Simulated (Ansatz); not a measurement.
Cl3Si (SMILES Cl[Si](Cl)Cl), doublet, geometry from GFN2-xTB; Ansatz (an electronic-structure program) with B3LYP/def2-SV(P).

Input for Ansatz:
Ansatz 0.2 input:
```yaml
crystal:
  periodic: [false, false, false]
  atoms:
    - {symbol: Si, position_ang: [0.30534902, 0.30108305, 0.30322167]}
    - {symbol: Cl, position_ang: [-0.85134863, -0.87589088, 1.47732074]}
    - {symbol: Cl, position_ang: [1.47133362, -0.85554212, -0.88186222]}
    - {symbol: Cl, position_ang: [-0.87144888, 1.48348225, -0.84517049]}
basis:
  gaussian:
    orbitals: def2-SV_P_.json
hamiltonian:
  xc: b3lyp
magnetization: {spin_polarized: true, initial_magnetization: 1}
```
The basis file holds def2-SV(P) in the JSON format of the Basis Set Exchange.

### Question
Write the output that Ansatz gives for this input, abridged.

### Answer

```
Functional definition: B3LYP
646 factors; integrals over basis functions are off by at most 1.1e-3 eV
mean field evaluation 1: about -45434.7548 eV, gradient 1.1e1 eV
mean field evaluation 2: about -45434.5761 eV, gradient 1.2e1 eV
mean field evaluation 4: about -45435.3640 eV, gradient 2.8e-1 eV
mean field evaluation 8: about -45435.3912 eV, gradient 1.8e-2 eV
mean field evaluation 16: about -45435.3912 eV, gradient 1.2e-5 eV
mean field -45435.39117361 eV, -1669.7198284159 hartree, gradient 1.2e-5 eV, S^2 0.751493; 0 other end points of the search recorded, 0 dependent functions left out
reference -45435.39138117 eV, -1669.7198360438 hartree; 33, 32 occupied and 39, 40 virtual orbitals, 646 factors
Total energy: -45435.39138117 eV, -1669.7198360438 hartree
```
